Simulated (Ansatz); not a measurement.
One change: `[SiH3]N[SiH2][GaH2]` becomes `[SiH3]N[SiH2][SiH2]Cl`.

Ansatz, PBE0-D4/def2-TZVP geometries, multiplicity 1. Each molecule was computed in one conformer, which needn't be the lowest.

Scalar relativity is left out up to krypton.

```tsv
property	`[SiH3]N[SiH2][GaH2]`
HOMO–LUMO gap (PBE0/def2-TZVPP) / eV	5.74
zero-point energy (PBE0-D4/def2-TZVP) / kJ/mol	189.7
HOMO energy (B3LYP/def2-TZVPP) / eV	-7.12
HOMO energy (PBE/def2-TZVPP) / eV	-6.25
HOMO–LUMO gap (PBE/def2-TZVPP) / eV	3.86
HOMO–LUMO gap (B3LYP/def2-TZVPP) / eV	5.36
```

(1) Give the same properties after the change, and the shifts. (Best estimate.)

Answers

(1) Ansatz gave: 
```json
{"property": "HOMO–LUMO gap (PBE0/def2-TZVPP) / eV", "`[SiH3]N[SiH2][SiH2]Cl`": "6.75", "shift": "1.01"}
{"property": "zero-point energy (PBE0-D4/def2-TZVP) / kJ/mol", "`[SiH3]N[SiH2][SiH2]Cl`": "204.0", "shift": "14.3"}
{"property": "HOMO energy (B3LYP/def2-TZVPP) / eV", "`[SiH3]N[SiH2][SiH2]Cl`": "-7.30", "shift": "-0.18"}
{"property": "HOMO energy (PBE/def2-TZVPP) / eV", "`[SiH3]N[SiH2][SiH2]Cl`": "-6.24", "shift": "0.01"}
{"property": "HOMO–LUMO gap (PBE/def2-TZVPP) / eV", "`[SiH3]N[SiH2][SiH2]Cl`": "4.63", "shift": "0.77"}
{"property": "HOMO–LUMO gap (B3LYP/def2-TZVPP) / eV", "`[SiH3]N[SiH2][SiH2]Cl`": "6.39", "shift": "1.03"}
```

With PBE0 the HOMO falls by 0.20 eV and the LUMO rises by 0.81 eV, so the gap widens by about 1.01 eV. PBE moves the HOMO by 0.01 eV and ωB97M-V by -0.34 eV. The zero-point energy changes by 14.3 kJ/mol with +3 modes.

Positive LUMOs are unbound, so they and the gaps depend on the basis.

B3LYP here is the variant with VWN-RPA as its local correlation; programs differ in this.
